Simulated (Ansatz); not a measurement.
The same path of C₂H₆OSi (10 atoms, charge 0, multiplicity 1) was run 3 times with different band settings. Lost on the way: Si4–H10. Made: O3–H10.

These are results of RKS B3LYP-D4/def2-SVP (Ansatz), not measurements.

Relaxed end points:

```xyz
10
Properties=species:S:1:pos:R:3
C -0.771 0.614 -0.982
C -0.332 -0.471 -0.030
O 0.999 -1.034 -0.322
Si 1.010 -0.307 1.209
H -0.030 1.425 -1.053
H -1.730 1.048 -0.655
H -0.911 0.199 -1.996
H -1.082 -1.265 0.111
H 1.145 -1.211 2.378
H 1.786 0.950 1.343
```

```xyz
10
Properties=species:S:1:pos:R:3
C -0.704 0.654 -0.806
C -0.187 -0.382 0.159
O 1.290 -0.597 0.031
Si 0.625 0.079 1.848
H -0.228 1.637 -0.643
H -1.785 0.791 -0.646
H -0.557 0.360 -1.862
H -0.646 -1.368 0.016
H 0.593 -1.353 2.386
H 1.682 0.128 -0.480
```

Common settings: spring 5.0 eV/Å²; optimiser quadratic models (default); start path through a guess of the saddle point; iteration limit 60; end points relaxed.

| run | movable images | climbing image | force threshold |
| --- | --- | --- | --- |
| 1 | 5 | yes | 0.05 eV/Å |
| 2 | 4 | no | 0.05 eV/Å |
| 3 | 5 | yes | 0.2 eV/Å |

What does each run give, and how far can it be trusted?

Run 1: converged after 10 iterations, highest image 2.175 eV above the first end. A vibrational analysis at the climbing image gives one clearly imaginary mode, 1377i cm⁻¹: a first-order saddle point.
Run 2: converged after 10 iterations, highest image 1.859 eV above the first end. Neighbouring images differ by up to 1.3 eV, so the band resolves the path poorly. No image climbed, so the highest image needn't sit at the top of the path.
Run 3: converged after 8 iterations, highest image 2.178 eV above the first end. The threshold of 0.2 eV/Å is loose, so the images may lie well off the minimum-energy path. Another band between the same ends (5 images) ends at a top of the same energy, where a vibrational analysis finds 1 clearly imaginary mode.
The orbitals stay closed-shell, which can raise the energy where a bond breaks towards radicals; this wasn't checked here.
